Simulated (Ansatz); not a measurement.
Isomers of CH8AsNSi, relaxed with PBE0-D4/def2-TZVP in Ansatz; electronic energies, one conformer each and not always the lowest. Functionals use def2-TZVPP; CBS adds triple-zeta CCSD(T) − MP2 to the MP2 limit of def2-TZVPP and def2-QZVPP.

Outer-core shells of As are correlated without core-valence functions. Scalar relativity is left out up to krypton. Spin–orbit coupling is left out.

Q: Order them by energy at frozen-core CCSD(T)/CBS, lowest first. (Best estimate.)
A. `C[AsH]N[SiH3]`
B. `CN([SiH3])[AsH2]`
C. `NC([SiH3])[AsH2]`

A: A (0.0 kcal/mol), B (15.5 kcal/mol), C (27.9 kcal/mol).

Q: How do PBE-D4, ωB97M-V, B2PLYP, B3LYP place them (kcal/mol, against `C[AsH]N[SiH3]`)? (Estimate.)

A: Computed: 
| isomer | PBE-D4 | ωB97M-V | B2PLYP | B3LYP |
| --- | --- | --- | --- | --- |
| `NC([SiH3])[AsH2]` | 25.1 | 27.9 | 29.3 | 28.6 |
| `CN([SiH3])[AsH2]` | 14.4 | 15.2 | 15.4 | 15.0 |

B3LYP here is the variant with VWN-RPA as its local correlation; programs differ in this.
